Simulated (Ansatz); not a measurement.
## Relaxing a trial structure of CH5AlO3

The starting geometry of this gas-phase singlet was optimised with GFN2-xTB; its bonds are those of `OC[O][AlH][OH]`.

```json
{"atom": "C", "x (Å)": "-1.0217", "y (Å)": "1.7123", "z (Å)": "-0.9075"}
{"atom": "Al", "x (Å)": "-1.5030", "y (Å)": "-1.0508", "z (Å)": "0.2490"}
{"atom": "O", "x (Å)": "-2.1940", "y (Å)": "2.1753", "z (Å)": "-1.4909"}
{"atom": "O", "x (Å)": "-1.1733", "y (Å)": "0.4425", "z (Å)": "-0.3816"}
{"atom": "O", "x (Å)": "-2.2970", "y (Å)": "-2.2905", "z (Å)": "-0.4762"}
{"atom": "H", "x (Å)": "-2.5008", "y (Å)": "1.5160", "z (Å)": "-2.1272"}
{"atom": "H", "x (Å)": "-0.1965", "y (Å)": "1.6966", "z (Å)": "-1.6427"}
{"atom": "H", "x (Å)": "-0.7828", "y (Å)": "2.4264", "z (Å)": "-0.1094"}
{"atom": "H", "x (Å)": "-0.9788", "y (Å)": "-1.2496", "z (Å)": "1.6332"}
{"atom": "H", "x (Å)": "-2.7467", "y (Å)": "-3.0478", "z (Å)": "-0.8216"}
```

**Question.** Predict what it relaxes into with PBE0-D4/def2-SVP.

**Answer.** A new bond forms, giving a structure given below by its coordinates. Contacts that close: Al2–O3 (3.73 → 2.00 Å).

The energy falls by 0.71 eV over 27 steps:

```json
{"step": "1", "E − E(last) (eV)": "0.714"}
{"step": "4", "E − E(last) (eV)": "0.582"}
{"step": "7", "E − E(last) (eV)": "0.458"}
{"step": "10", "E − E(last) (eV)": "0.327"}
{"step": "13", "E − E(last) (eV)": "0.279"}
{"step": "15", "E − E(last) (eV)": "0.146"}
{"step": "18", "E − E(last) (eV)": "0.023"}
{"step": "21", "E − E(last) (eV)": "0.001"}
{"step": "24", "E − E(last) (eV)": "0.000"}
{"step": "27", "E − E(last) (eV)": "0.000"}
```

Final geometry (Å):

```yaml
atoms:
  - { symbol: C, position_ang: [-0.8826, 1.4941, -0.8375] }
  - { symbol: Al, position_ang: [-1.5408, -0.6133, 0.0835] }
  - { symbol: O, position_ang: [-2.3028, 1.0993, -0.6268] }
  - { symbol: O, position_ang: [-0.1755, 0.4667, -0.3325] }
  - { symbol: O, position_ang: [-2.0956, -1.6309, -1.1820] }
  - { symbol: H, position_ang: [-2.7473, 0.9241, -1.4692] }
  - { symbol: H, position_ang: [-0.7470, 1.6664, -1.9248] }
  - { symbol: H, position_ang: [-0.7567, 2.4467, -0.2905] }
  - { symbol: H, position_ang: [-1.7955, -0.9735, 1.5997] }
  - { symbol: H, position_ang: [-2.3508, -2.5492, -1.0949] }
```

Frequencies at the end are all real (lowest 110 cm⁻¹). Run with Ansatz 0.2.0, 44 s on 2 threads of Arm Neoverse V2 (shared host).
